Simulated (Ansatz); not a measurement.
Job for Ansatz (an electronic-structure program): R-CCSD(T)/cc-pV(D+d)Z on HCl (SMILES Cl). The basis file is the Basis Set Exchange's JSON of that set.

Ansatz 0.2 input:
```yaml
crystal:
  periodic: [false, false, false]
  atoms:
    - {symbol: Cl, position_ang: [-0.00000000, -0.00000000, 0.64100645]}
    - {symbol: H, position_ang: [0.00000000, 0.00000000, -0.64100645]}
basis:
  gaussian:
    orbitals: cc-pV_D+d_Z.json
magnetization: {spin_polarized: false}
correlation: {method: ccsd_t, electrons: outside_noble_gas}
scf: {lower_state_search: off}
```

Program output:

```
WARN ansatz: RAYON_NUM_THREADS=1 ignored (pool sized by the plan → 1); use --threads N
Functional definition: HF
these checks for a lower state are left out or cut short: stability, starts, cluster_reference, orbital_swaps, neighbouring_geometries, increment
integrals: 0.00 GiB planned
284 factors; integrals over basis functions are off by at most 6.2e-4 eV
mean field: 0.05 GiB planned
mean field evaluation 1: about -12519.3049 eV, gradient 1.1e1 eV
mean field evaluation 2: about -12519.3054 eV, gradient 1.1e1 eV
mean field evaluation 4: about -12519.7235 eV, gradient 9.9e-1 eV
mean field evaluation 8: about -12519.7286 eV, gradient 1.2e-3 eV
mean field -12519.72859712 eV, -460.0915397672 hartree, gradient 4.6e-6 eV, S^2 0.000000; 0 other end points of the search recorded, 0 dependent functions left out
5 core orbitals not correlated
reference -12519.72859712 eV, -460.0915397672 hartree; 4, 4 occupied and 19, 19 virtual orbitals, 284 factors
second order -4.05895805 eV of doubles, -0.00000000 eV of singles
coupled cluster: 0.04 GiB planned
cycle   1  -4.44142875 eV  change   -3.8e-1 eV  update   3.4e-2
cycle   2  -4.54207343 eV  change   -1.0e-1 eV  update   1.1e-2
cycle   3  -4.54698782 eV  change   -4.9e-3 eV  update   2.0e-3
cycle   4  -4.54709747 eV  change   -1.1e-4 eV  update   3.7e-4
cycle   5  -4.54698285 eV  change    1.1e-4 eV  update   8.2e-5
cycle   6  -4.54698505 eV  change   -2.2e-6 eV  update   1.6e-5
cycle   7  -4.54698705 eV  change   -2.0e-6 eV  update   3.5e-6
perturbative correction -0.07557234 eV, -0.0027772322 hartree
Total energy: -12524.35115651 eV, -460.2614156915 hartree
Checks for a lower state left out: stability, starts, cluster_reference, orbital_swaps, neighbouring_geometries, increment
```

The run converged.

Cost: about 0.16 core-seconds (a rough figure).
